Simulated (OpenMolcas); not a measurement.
Exact exchange and the HOMO–LUMO gap of HBr (hydrogen bromide)

The species is HBr (2 atoms), meant as a singlet with charge 0. SMILES: `Br`. The shape is that of a PBE0-D4/def2-TZVP optimisation.

The HOMO–LUMO gap y, in eV, basis cc-pVTZ; a is the functional's share of exact exchange. Programs: OpenMolcas 26.06.

| functional | program | a | y (eV) |
| --- | --- | --- | --- |
| BLYP | OpenMolcas | 0 | 6.09 |
| revPBE | OpenMolcas | 0 | 6.26 |
| B3LYP | OpenMolcas | 0.2 | 7.93 |
| PBE0 | OpenMolcas | 0.25 | ? |
| BHLYP | OpenMolcas | 0.5 | 10.55 |

Q: Fit y = c + s·a to the known rows and predict PBE0.

A: 
1. Means of the 4 rows: a = 0.1750, y = 7.707.
2. Σ(Δa)² = 0.1675, Σ(Δa·Δy) = 1.4658, so the slope is 1.4658/0.1675 = 8.751.
3. Intercept: 7.707 − (8.751) × 0.1750 = 6.176. The largest residual of the fit is 0.086.
4. PBE0: 6.176 + (8.751) × 0.25 = 8.36 eV.

The run gave 8.54 eV, so the prediction is off by -0.18 eV, more than the scatter of the fit. Exact exchange lowers occupied levels and raises empty ones. The rows mix families of semi-local functionals, which the line can't see.
